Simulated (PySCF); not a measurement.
## Electron correlation in Ge²⁰⁺ (germanium, charge +20)

[Ne] 3s2, closed-shell 1S. Calculation: PySCF 2.14, in an even-tempered Gaussian basis (16 s from 2.1 bohr⁻², ratio 2.5; 10 p from 2.7 bohr⁻², ratio 2.5; 5 d from 10 bohr⁻², ratio 2.7; 4 f from 16 bohr⁻², ratio 2.7); the non-relativistic Hamiltonian (point nucleus). Frozen: 1s2; 10 electrons correlated; the 17 highest virtual orbitals of each spin left out.

| level | correlation energy (mhartree) |
| --- | --- |
| CCSD | -442.90 |
| (T) | -2.06 |
| CCSD(T) | -444.96 |

Diagnostics: T1 = 0.00071, D1 = 0.0022, largest double amplitude 0.090.

Cost of the coupled-cluster step: roughly 7 core-seconds, for 10 correlated electrons.

At this charge a non-relativistic calculation is a model, useful for the Z dependence of the correlation energy.
